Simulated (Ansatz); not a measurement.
Mulliken charges of FGaH₃OSi (`[F][Ga][O][SiH3]`) radical from PBE/def2-TZVPP in Ansatz (PBE0-D4/def2-TZVP geometry).

| atom | x (Å) | y (Å) | z (Å) | charge (e) |
| --- | --- | --- | --- | --- |
| F1 | -2.575 | 2.180 | 0.953 | -0.305 |
| Ga2 | -1.133 | 1.232 | 1.292 | 0.462 |
| O3 | -0.476 | 0.319 | -0.090 | -0.304 |
| Si4 | 0.759 | -0.696 | -0.451 | 0.338 |
| H5 | 1.591 | -0.099 | -1.527 | -0.061 |
| H6 | 0.212 | -1.997 | -0.915 | -0.061 |
| H7 | 1.621 | -0.939 | 0.740 | -0.068 |

Task: By hand: the dipole of these point charges (1 e Å = 4.8032 D).

Result: Σ q r = (0.443, -0.236, 0.280) e Å, of length 0.575 e Å = 2.76 D.

Task: How does the dipole of the full density compare? (Estimate.)

Result: Ansatz gave: (0.305, -0.141, 0.261) e Å, 2.04 D; the point charges give 1.35 times that, at 9° from its direction.

Point charges leave out the atoms' own dipoles, such as those of lone pairs, and Mulliken's split depends on the basis, so the two needn't agree.
